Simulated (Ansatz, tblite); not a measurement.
Forces on the cluster Mg2Te3 at its r2SCAN-D4/def2-SVP geometry. Total charge 0; singlet.

In the def2 sets Te takes a core potential; there is no spin–orbit coupling. The xTB rows come from tblite. The restricted singlet is unstable towards broken spin symmetry at other levels; at PBE-D4/def2-TZVP this wasn't settled. Another isomer (singlet) lies 1.98 eV lower at PBE0-D4/def2-TZVP; other spin states weren't run for this one.

GFN1-xTB (tblite), largest force 1.54 eV/Å:

```xyz
5
positions Å, forces eV/Å
Mg   -0.159   -1.240    1.757   -0.061   -0.184   -0.003
Mg    0.492    1.892   -0.909   -0.015    0.035   -0.190
Te    1.976   -0.458   -0.055   -1.513    0.072   -0.284
Te   -1.809    0.784    0.479    1.142   -0.799   -0.659
Te   -0.501   -0.979   -1.272    0.448    0.875    1.137
```

GFN2-xTB (tblite), largest force 1.07 eV/Å:

```
Mg -0.131 -0.458 0.137
Mg 0.011 0.223 -0.443
Te -0.627 -0.022 -0.178
Te 0.428 -0.368 -0.327
Te 0.320 0.625 0.812
```

PBE-D4/def2-TZVP (Ansatz), largest force 0.17 eV/Å:

```
Mg -0.005 0.004 -0.045
Mg -0.015 -0.042 -0.006
Te -0.146 0.012 -0.022
Te 0.115 -0.074 -0.058
Te 0.051 0.101 0.131
```
